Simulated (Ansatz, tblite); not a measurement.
Removing and adding an electron: the cluster Ga₂P. Total charge 0; doublet. Geometry: B3LYP-D4/def2-TZVP. Ansatz, gas phase; energy differences of separate SCF runs; the oxidised species is a triplet (the singlet lies 0.76 eV higher at PBE0-D4/def2-TZVP); the reduced species is a singlet (the triplet lies 1.50 eV higher at PBE0-D4/def2-TZVPD).

Cartesian coordinates in Å:
```
Ga -1.398 -1.210 0.169
Ga 0.639 1.491 -0.743
P 0.759 -0.281 0.574
```

The xTB rows come from tblite. The structure comes from a short search, and lower isomers may exist.

| level | −HOMO (eV) | vertical IE (eV) | −LUMO (eV) | vertical EA (eV) | HOMO–LUMO gap (eV) | IE − EA (eV) | remarks |
| --- | --- | --- | --- | --- | --- | --- | --- |
| GFN1-xTB | – | 11.30 | – | 6.21 | – | 5.08 | – |
| GFN2-xTB | – | 11.12 | – | 5.56 | – | 5.56 | – |
| PBE-D4/def2-TZVP | 4.99 | 7.55 | 4.60 | – | 0.39 | – | – |
| PBE-D4/def2-TZVPD | 5.02 | – | 4.63 | 2.27 | 0.40 | – | HOMO above zero (-1 singlet) |
| r2SCAN-D4/def2-TZVP | 5.20 | 7.56 | 4.45 | – | 0.75 | – | – |
| r2SCAN-D4/def2-TZVPD | 5.21 | – | 4.45 | 2.33 | 0.76 | – | – |
| PBE0-D4/def2-TZVP | 5.74 | 7.47 | 3.84 | – | 1.90 | – | – |
| PBE0-D4/def2-TZVPD | 5.76 | – | 3.86 | 2.30 | 1.90 | – | – |

   A HOMO above zero means that the electron is unbound at that level or that self-interaction error raises the level; the energy of removing that electron tells which. HOMO and LUMO are the levels of the spin that leaves or enters (xTB has no such levels and no spin-polarisation term). Other spin states of the ions may lie lower, which would lower the ionisation energy or raise the affinity. Raw xTB energy differences between charge states are shifted by several eV; the methods need an empirical correction for them.
